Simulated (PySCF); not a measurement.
**¹⁵N chemical shifts**

Calculated, not measured (PySCF 2.14): geometry: GFN2-xTB, shieldings: GIAO PBE0/pcSseg-1. In vacuum, one conformer, rapidly exchanging positions averaged, relativity neglected.

Shieldings were converted by a linear fit to measured shifts: ¹⁵N: δ = -148.07 − 0.921σ (rms 6.3 ppm, 71 shifts vs CH3NO2, solution or neat liquid). A few per cent of atoms miss by over 2 rms, more outside the fitted compound classes.

(1) Give the ¹⁵N shifts of `FC[SiH2]N[Si@H](F)N([SiH3])[SiH3]`.

(2) Order these by ¹⁵N shift, lowest first.
A. N[SiH](N)CCF
B. CC#C/C=N\[SiH3]
C. C#C[C@H]1NC[SiH2]1

Answers

(1) 
| compound | environment | δ (ppm) |
| --- | --- | --- |
| [F:1][CH2:2][SiH2:3][NH:4][Si@H:5]([F:6])[N:7]([SiH3:8])[SiH3:9] | N4: nitrogen bonded to 2 Si, H | -369.3 |
| [F:1][CH2:2][SiH2:3][NH:4][Si@H:5]([F:6])[N:7]([SiH3:8])[SiH3:9] | N7: nitrogen bonded to 3 Si | -383.4 |

(2) A (-379.9 ppm, nitrogen bonded to Si, 2 H), C (-349.7 ppm, amine nitrogen), B (-21.3 ppm, imine nitrogen).
